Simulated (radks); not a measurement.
The numbers below are computed, except where a source is named.
Lu IX, configuration [Kr] 4d10 4f13 5s2 5p2 (the NIST ground configuration).

Code: a radial shooting solver on a logarithmic mesh with Libxc functionals. Model: Dirac Kohn-Sham, PBEsol, spin-unpolarised, spherical densities, point nucleus; open shells fill j = l - 1/2 first.

Energy parts (eV):
| part | energy |
|---|---|
| total | -396143.11 |
| kinetic | 441722.99 |
| electron-nucleus | -977519.30 |
| Hartree | 147636.36 |
| exchange-correlation | -7983.16 |

Orbitals (lengths in bohr, moments of r in powers of bohr; <r^-3> diverges for s and p1/2):
orbital  occ.  eigenvalue (eV)      <r>  <1/r>  <r^-3>  small-component weight
1s1/2       2        -63268.86  0.01932  82.23       -                7.11e-02
2s1/2       2        -10868.51  0.08125  19.89       -                1.60e-02
2p1/2       2        -10379.70  0.06741  19.85       -                1.61e-02
2p3/2       4        -9262.581  0.07502  16.96   14140                1.46e-02
3s1/2       2        -2559.546   0.2122  7.292       -                5.21e-03
3p1/2       2        -2343.372   0.2020  7.207       -                5.16e-03
3p3/2       4        -2105.082   0.2162  6.462    3143                4.75e-03
3d3/2       4        -1738.199   0.1898  6.353   539.8                4.63e-03
3d5/2       6        -1686.147   0.1942  6.174   465.6                4.52e-03
4s1/2       2        -609.2384   0.4776  3.056       -                1.70e-03
4p1/2       2        -521.2125   0.4845  2.947       -                1.61e-03
4p3/2       4        -466.8176   0.5170  2.687   717.5                1.45e-03
4d3/2       4        -321.9855   0.5387  2.470   106.8                1.27e-03
4d5/2       6        -312.0115   0.5499  2.407   90.32                1.22e-03
4f5/2       6        -133.0867   0.6482  1.943   15.63                8.41e-04
4f7/2       7        -131.4075   0.6564  1.919   14.97                8.25e-04
5s1/2       2        -175.8186    1.093  1.233       -                4.12e-04
5p1/2       2        -148.4511    1.174  1.134       -                3.58e-04
5p3/2       0        -139.0053    1.243  1.058   125.9                3.27e-04

The highest occupied level is 4f7/2 at -131.41 eV. The configuration is held as typed, so some empty levels lie below it. Summed over all electrons, <r^2> = 19.22 bohr^2, which gives a Langevin (diamagnetic) susceptibility term of -15.2 x 10^-6 cm^3/mol. The density falls to 0.001 e/bohr^3 at r = 2.43 bohr. For comparison, the ionisation energy in NIST's Atomic Spectra Database is 159 eV (theoretical). In exact Kohn-Sham theory the highest level is minus the ionisation energy, but local and semilocal functionals leave it too shallow, through self-interaction and a potential that decays too fast; potentials with the right tail come closer.

Beside tabulated values, note that spin-unpolarised runs miss the spin-polarisation part of the exchange energy of open shells.
